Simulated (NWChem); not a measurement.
System: C₅H₃Cl; SMILES C#CC=C=CCl

The following NWChem deck was run.

```
start job
memory heap 200 mb stack 900 mb global 1100 mb
geometry units angstroms noautosym nocenter noautoz
  C      0.831387     3.340406    -0.186741
  C      0.120057     2.381106     0.089858
  C     -0.729650     1.293525     0.440226
  C     -0.638682     0.065734    -0.064804
  C     -0.567389    -1.147511    -0.561912
  Cl     0.401306    -2.425177     0.144429
  H      1.465731     4.179039    -0.437542
  H     -1.522700     1.500299     1.187934
  H     -1.112630    -1.459770    -1.468179
end
basis spherical
  * library def2-svp
end
dft
  xc b3lyp
  iterations 150
  mulliken
end
task dft energy
esp
  recalculate
  probe 0.07
  range 0.3
  factor 1.0
  spacing 0.02
end
task esp
```

NWChem printed, in part:

```
             Northwest Computational Chemistry Package (NWChem) 7.3.0
             --------------------------------------------------------

                             Geometry "geometry" -> ""
                             -------------------------

 Output coordinates in angstroms (scale by  1.889725989 to convert to a.u.)

  No.       Tag          Charge          X              Y              Z
 ---- ---------------- ---------- -------------- -------------- --------------
    1 C                    6.0000     0.83138700     3.34040600    -0.18674100
    2 C                    6.0000     0.12005700     2.38110600     0.08985800
    3 C                    6.0000    -0.72965000     1.29352500     0.44022600
    4 C                    6.0000    -0.63868200     0.06573400    -0.06480400
    5 C                    6.0000    -0.56738900    -1.14751100    -0.56191200
    6 Cl                  17.0000     0.40130600    -2.42517700     0.14442900
    7 H                    1.0000     1.46573100     4.17903900    -0.43754200
    8 H                    1.0000    -1.52270000     1.50029900     1.18793400
    9 H                    1.0000    -1.11263000    -1.45977000    -1.46817900

 Effective nuclear repulsion energy (a.u.)     207.8441488413

                                 NWChem DFT Module
                                 -----------------

 Summary of "ao basis" -> "ao basis" (spherical)
 ------------------------------------------------------------------------------
       Tag                 Description            Shells   Functions and Types
 ---------------- ------------------------------  ------  ---------------------
 C                          def2-svp                 6       14   3s2p1d
 Cl                         def2-svp                 8       18   4s3p1d
 H                          def2-svp                 3        5   2s1p

            General Information
            -------------------
          SCF calculation type: DFT
          Wavefunction type:  closed shell.
          No. of atoms     :     9
          No. of electrons :    50
           Alpha electrons :    25
            Beta electrons :    25
          Charge           :     0
          Spin multiplicity:     1
          Use of symmetry is: off; symmetry adaption is: off
          Maximum number of iterations: 150
          AO basis - number of functions:   103
                     number of shells:    47
          Convergence on energy requested:  1.00D-06
          Convergence on density requested:  1.00D-05
          Convergence on gradient requested:  5.00D-04

              XC Information
              --------------
                         B3LYP Method XC Potential
                     Hartree-Fock (Exact) Exchange  0.200
                        Slater Exchange Functional  0.800 local
                    Becke 1988 Exchange Functional  0.720 non-local
              Lee-Yang-Parr Correlation Functional  0.810
                  VWN I RPA Correlation Functional  0.190 local

             Grid Information
             ----------------
          Grid used for XC integration:  medium
          Radial quadrature: Mura-Knowles
          Angular quadrature: Lebedev.
          Tag              B.-S. Rad. Rad. Pts. Rad. Cut. Ang. Pts.
          ---              ---------- --------- --------- ---------
          C                   0.70       49          13.0       434
          Cl                  1.00       88          15.0       590
          H                   0.35       45          14.0       434
          Grid pruning is: on
          Number of quadrature shells:   468
          Spatial weights used:  Erf1

      Superposition of Atomic Density Guess
      -------------------------------------

 Sum of atomic energies:        -648.94540888

      Non-variational initial energy
      ------------------------------

 Total energy =    -651.907658
 1-e energy   =   -1300.871273
 2-e energy   =     441.119467
 HOMO         =      -0.276202
 LUMO         =      -0.049810

     ---------------------------------------------
      Total Density - Mulliken Population Analysis
     ---------------------------------------------

    Atom       Charge   Shell Charges
 -----------   ------   -------------------------------------------------------
    1 C    6     6.38   1.99  0.98  0.61  1.93  0.84  0.03
    2 C    6     5.85   1.99  0.97  0.25  1.91  0.69  0.04
    3 C    6     6.12   1.99  0.94  0.27  1.92  0.96  0.04
    4 C    6     5.92   1.99  0.99  0.27  1.89  0.75  0.03
    5 C    6     5.96   1.99  0.93  0.30  1.75  0.94  0.04
    6 Cl  17    17.20   2.00  1.99  1.22  0.72  5.94  2.11  3.20  0.02
    7 H    1     0.86   0.62  0.22  0.03
    8 H    1     0.86   0.64  0.19  0.02
    9 H    1     0.86   0.65  0.19  0.02

   convergence    iter        energy       DeltaE   RMS-Dens  Diis-err
 ---------------- ----- ----------------- --------- --------- ---------
 d= 0,ls=0.0,diis     1   -652.0502871062 -8.60D+02  1.20D-02  5.95D-01
 d= 0,ls=0.0,diis     2   -652.0646336070 -1.43D-02  7.54D-03  4.37D-01
 d= 0,ls=0.0,diis     3   -652.1079884860 -4.34D-02  2.85D-03  1.15D-01
 d= 0,ls=0.0,diis     4   -652.1218138630 -1.38D-02  9.18D-04  1.77D-02
 d= 0,ls=0.0,diis     5   -652.1238997422 -2.09D-03  3.34D-04  1.86D-03
  Resetting Diis
 d= 0,ls=0.0,diis     6   -652.1241021812 -2.02D-04  1.31D-04  3.04D-04
 d= 0,ls=0.0,diis     7   -652.1241445714 -4.24D-05  4.93D-05  6.38D-06
 d= 0,ls=0.0,diis     8   -652.1241433973  1.17D-06  3.09D-05  1.47D-05
 d= 0,ls=0.0,diis     9   -652.1241453089 -1.91D-06  7.13D-06  1.08D-06
 d= 0,ls=0.0,diis    10   -652.1241454415 -1.33D-07  1.86D-06  7.53D-08

         Total DFT energy =     -652.124145441506
      One electron energy =    -1304.749946347451
           Coulomb energy =      501.076946628069
    Exchange-Corr. energy =      -56.295294563445
 Nuclear repulsion energy =      207.844148841321

 Numeric. integr. density =       50.000001465805

                       DFT Final Molecular Orbital Analysis
                       ------------------------------------

 Vector   23  Occ=2.000000D+00  E=-2.907776D-01
              MO Center=  4.0D-01,  2.8D+00, -6.1D-03, r^2= 1.8D+00
   Bfn.  Coefficient  Atom+Function         Bfn.  Coefficient  Atom+Function
  ----- ------------  ---------------      ----- ------------  ---------------
     6      0.271001  1 C  pz                20      0.266472  2 C  pz
     5      0.246222  1 C  py                19      0.228327  2 C  py
    18     -0.220402  2 C  px                 4     -0.218453  1 C  px
    22      0.164861  2 C  py                 9      0.160710  1 C  pz
     8      0.159909  1 C  py                23      0.138670  2 C  pz

 Vector   24  Occ=2.000000D+00  E=-2.665362D-01
              MO Center= -2.3D-01, -1.1D+00, -6.8D-02, r^2= 3.1D+00
   Bfn.  Coefficient  Atom+Function         Bfn.  Coefficient  Atom+Function
  ----- ------------  ---------------      ----- ------------  ---------------
    81      0.351635  6 Cl px                46     -0.287386  4 C  px
    83     -0.254762  6 Cl pz                60     -0.250692  5 C  px
    78      0.245163  6 Cl px                48      0.201810  4 C  pz
    49     -0.189155  4 C  px                62      0.182426  5 C  pz
    80     -0.178167  6 Cl pz                63     -0.148701  5 C  px

 Vector   25  Occ=2.000000D+00  E=-2.595741D-01
              MO Center=  2.1D-02,  1.7D+00, -2.2D-02, r^2= 4.2D+00
   Bfn.  Coefficient  Atom+Function         Bfn.  Coefficient  Atom+Function
  ----- ------------  ---------------      ----- ------------  ---------------
     6      0.265485  1 C  pz                48     -0.245779  4 C  pz
     4      0.226601  1 C  px                46     -0.199173  4 C  px
    20      0.196178  2 C  pz                34     -0.182439  3 C  pz
     9      0.171315  1 C  pz                18      0.168963  2 C  px
    32     -0.158096  3 C  px                 7      0.151630  1 C  px

[...]

                     NWChem Electrostatic Potential Fit Module
                     -----------------------------------------

 Atom parameters

 Number of atoms is                                    9
 Number of basis functions is                        103

 Grid parameters

 Maximum number of grid points is                  40551
 Number of grid points is                          40550
 Grid range                                     0.300000 nm
 Grid spacing                                   0.020000 nm
 Probe radius                                   0.070000 nm
 Atom radius factor                             1.000000

 Atomic radii

    1    0.100000
    6    0.147000
   17    0.169000
 FASTESP  F
  using M.O. file = ./job.movecs

    Atom              Coordinates                           Charge

                                                  ESP

    1 C     0.083139    0.334041   -0.018674   -0.420676
    2 C     0.012006    0.238111    0.008986    0.115003
    3 C    -0.072965    0.129353    0.044023   -0.086766
    4 C    -0.063868    0.006573   -0.006480    0.018397
    5 C    -0.056739   -0.114751   -0.056191   -0.081111
    6 Cl    0.040131   -0.242518    0.014443   -0.082906
    7 H     0.146573    0.417904   -0.043754    0.285471
    8 H    -0.152270    0.150030    0.118793    0.118743
    9 H    -0.111263   -0.145977   -0.146818    0.133845
                                            ------------
                                               -0.000000

 Dipole moment                                  0.581440

 Quadrupole moment Qxx                          4.659072
                   Qyy                         -5.365748
                   Qzz                          0.706676

 RMS deviation kJ/mol                           0.070869

 RRMS %                                        43.271502
```

Level: B3LYP/def2-SVP. Geometry: optimised at PBE-D3(BJ)/def2-SVP.
